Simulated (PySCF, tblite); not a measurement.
Isomers of C2H5N3Si, one GFN2-xTB conformer each. Single-point energies are computed at PBE0/pcSseg-1 (PySCF, gas phase, no added dispersion term), electronic only.

| SMILES | GFN2-xTB relative energy (kJ/mol) |
| --- | --- |
| [SiH3]n1nccn1 | 0.0 |
| [SiH3]n1ccnn1 | 12.3 |

Question: What does PBE0/pcSseg-1 give for the same structures?

Answer: 
| SMILES | PBE0/pcSseg-1 E (Eh) | PBE0/pcSseg-1 (kJ/mol) | GFN2-xTB (kJ/mol) | point group |
| --- | --- | --- | --- | --- |
| [SiH3]n1nccn1 | -532.50207 | 0.0 | 0.0 | near Cs |
| [SiH3]n1ccnn1 | -532.49431 | 20.4 | 12.3 | – |

Both levels put the same isomer lowest. 

Question: Which frontier levels, dipoles and rotational constants go with these structures?

Answer: 
```
       SMILES  HOMO (eV, PBE0/pcSseg-1)  LUMO (eV)  dipole (D)     A, B, C (MHz)
[SiH3]n1nccn1                     -7.91      -0.32        0.29  9026, 2244, 1835
[SiH3]n1ccnn1                     -7.63      -0.31        4.34  9208, 2177, 1798
```

Question: What happens when harmonic zero-point energies from GFN2-xTB frequencies are added?

Answer: 
```json
{"SMILES": "[SiH3]n1nccn1", "ZPE (kJ/mol)": "187.0", "electronic (kJ/mol)": "0.0", "with ZPE (kJ/mol)": "0.0"}
{"SMILES": "[SiH3]n1ccnn1", "ZPE (kJ/mol)": "186.7", "electronic (kJ/mol)": "20.4", "with ZPE (kJ/mol)": "20.0"}
```

The zero-point energies span 0.3 kJ/mol. The order is unchanged.

Question: As an exercise, what shares would exp(−E/RT) give at 1000 K from these electronic energies alone (no entropy, no degeneracies)?

Answer: RT = 8.314 kJ/mol: [SiH3]n1nccn1 92.1 %, [SiH3]n1ccnn1 7.9 %.
